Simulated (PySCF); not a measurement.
Structure with atom numbers: `[CH3:1]/[C:2](=[N:3]\[NH:4][SiH3:5])[C:6]([CH3:7])([CH3:8])[CH3:9]` (H(Xn): hydrogen on atom n).

Equivalent nuclei averaged, no solvent model, a single conformation, non-relativistic. NMR shieldings at PBE0/pcSseg-1/GIAO; GFN2-xTB structure; PySCF 2.14.0 with density-fitted response routines.

Shifts are taken against calculated references (same method and geometry level): ¹³C and ¹H and ²⁹Si against TMS; ¹⁵N vs NH3.

```
            atoms  nucleus  count  δ (ppm)
           H(Si5)       ¹H      3        ?
H(C7)/H(C8)/H(C9)       ¹H      9     1.11
               N3      ¹⁵N      1        ?
            H(N4)       ¹H      1     4.43
               C2      ¹³C      1        ?
               C6      ¹³C      1     40.9
               C1      ¹³C      1      9.1
               N4      ¹⁵N      1    105.9
              Si5     ²⁹Si      1    -59.1
         C7/C8/C9      ¹³C      3     29.6
            H(C1)       ¹H      3     1.70
```

Complete the table.

## Answers


- C2: 150.8 ppm, C=N carbon
- H(Si5): 4.83 ppm, hydrogen on a silicon bonded to N
- N3: 361.3 ppm, imine nitrogen

Exchangeable OH/NH protons stand at their gas-phase positions; hydrogen bonding in a real sample shifts them, mostly to higher δ. Shifts are as computed. Against solution values, carbons near 30 ppm lie about +3 ppm off and those near 130 ppm about +5 ppm. Of 1211 compounds with measured shifts, 218 miss one by over three times the rms of a fit or turn the order of signals round; such compounds aren't used in these exercises. Experimental scales use liquid or dissolved standards, which lie at an offset from isolated NH3 (liquid NH3: subtract about 20 ppm). Unscaled 15N shifts of sp2 nitrogen come out 20 to 40 ppm too high even then.
